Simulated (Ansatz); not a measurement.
Start from `CCI` and change one atom or group to get `CCBr`.

Ansatz, PBE0-D4/def2-TZVP geometries, multiplicity 1. 

Elements past krypton have def2 core potentials. Scalar relativity is left out up to krypton.

```json
{"property": "HOMO–LUMO gap (ωB97M-V/def2-TZVPP) / eV", "`CCI`": "10.61"}
{"property": "size of the dipole moment (PBE/def2-TZVPP) / D", "`CCI`": "1.97"}
{"property": "HOMO energy (PBE/def2-TZVPP) / eV", "`CCI`": "-6.06"}
{"property": "LUMO energy (B3LYP/def2-TZVPP) / eV", "`CCI`": "-0.95"}
{"property": "LUMO energy (PBE0/def2-TZVPP) / eV", "`CCI`": "-0.70"}
{"property": "size of the dipole moment (ωB97M-V/def2-TZVPP) / D", "`CCI`": "1.99"}
```

(1) Give the same properties after the change, and the shifts. (An estimate is asked.)

## Answers

(1) Computed: 
| property | `CCBr` | shift |
| --- | --- | --- |
| HOMO–LUMO gap (ωB97M-V/def2-TZVPP) / eV | 12.23 | 1.62 |
| size of the dipole moment (PBE/def2-TZVPP) / D | 2.07 | 0.10 |
| HOMO energy (PBE/def2-TZVPP) / eV | -6.53 | -0.47 |
| LUMO energy (B3LYP/def2-TZVPP) / eV | -0.14 | 0.81 |
| LUMO energy (PBE0/def2-TZVPP) / eV | 0.16 | 0.86 |
| size of the dipole moment (ωB97M-V/def2-TZVPP) / D | 2.13 | 0.14 |

With PBE0 the HOMO falls by 0.62 eV and the LUMO rises by 0.86 eV, so the gap widens by about 1.48 eV. PBE moves the HOMO by -0.47 eV and ωB97M-V by -0.72 eV. Dipoles are sizes alone; their direction can turn.

B3LYP here is the variant with VWN-RPA as its local correlation; programs differ in this.

Spin–orbit coupling is left out; it splits and shifts lone-pair levels of the heavy atoms by tenths of an eV.
